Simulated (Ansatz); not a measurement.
Si(vinyl)(NHEt)3 (C₈H₂₁N₃Si) was relaxed with r2SCAN-D4 (def2-SVP) in Ansatz in these states: charge +1 doublet, neutral singlet. The geometries follow in no particular order.

A:

Cartesian coordinates in Å:
```
Si 0.146 0.017 0.336
C 0.337 1.722 1.093
C 0.131 2.006 2.390
H 0.627 2.556 0.435
H -0.176 1.225 3.098
H 0.249 3.016 2.802
N 0.238 -1.096 1.660
C -0.210 -2.477 1.592
C 0.853 -3.463 1.112
H 0.914 -0.918 2.399
H -0.595 -2.796 2.580
H -1.075 -2.507 0.906
H 1.187 -3.198 0.095
H 0.466 -4.496 1.091
H 1.735 -3.448 1.774
N 1.334 -0.377 -0.873
C 1.546 0.336 -2.121
C 2.678 1.360 -2.072
H 2.159 -0.876 -0.548
H 1.742 -0.380 -2.945
H 0.600 0.841 -2.384
H 2.487 2.123 -1.302
H 2.803 1.868 -3.042
H 3.637 0.872 -1.825
N -1.358 -0.072 -0.510
C -2.615 0.542 -0.129
C -3.053 1.652 -1.078
H -1.382 -0.583 -1.388
H -3.418 -0.219 -0.054
H -2.499 0.954 0.889
H -2.300 2.456 -1.105
H -4.018 2.089 -0.773
H -3.169 1.267 -2.105
```

B:

```xyz
33

Si   -0.076   -0.643    0.269
C    -0.201   -2.075    1.419
C    -1.293   -2.846    1.572
H     0.669   -2.288    2.057
H    -2.213   -2.691    0.995
H    -1.319   -3.671    2.292
N    -1.267   -0.827   -0.999
C    -1.638    0.170   -1.987
C    -1.396   -0.299   -3.417
H    -1.702   -1.738   -1.158
H    -2.709    0.423   -1.856
H    -1.085    1.099   -1.766
H    -0.333   -0.533   -3.582
H    -1.696    0.485   -4.128
H    -1.986   -1.201   -3.647
N     1.514   -0.570   -0.452
C     2.103    0.486   -1.259
C     3.521    0.825   -0.809
H     2.073   -1.426   -0.449
H     2.119    0.176   -2.324
H     1.454    1.377   -1.210
H     3.530    1.176    0.234
H     3.939    1.615   -1.451
H     4.182   -0.053   -0.885
N    -0.287    0.903    1.022
C    -1.195    1.195    2.124
C    -0.463    1.653    3.382
H     0.300    1.696    0.762
H    -1.912    1.976    1.804
H    -1.789    0.289    2.330
H     0.217    0.868    3.748
H    -1.188    1.884    4.176
H     0.128    2.564    3.191
```

**Question.** Judge from the bond lengths which geometry belongs to which state (an estimate).

**Answer.** A is the neutral singlet (Si1–C2 1.875 Å, Si1–N7 1.732 Å, N25–C26 1.451 Å); B is the charge +1 doublet (Si1–C2 1.841 Å, Si1–N7 1.748 Å, N25–C26 1.458 Å).
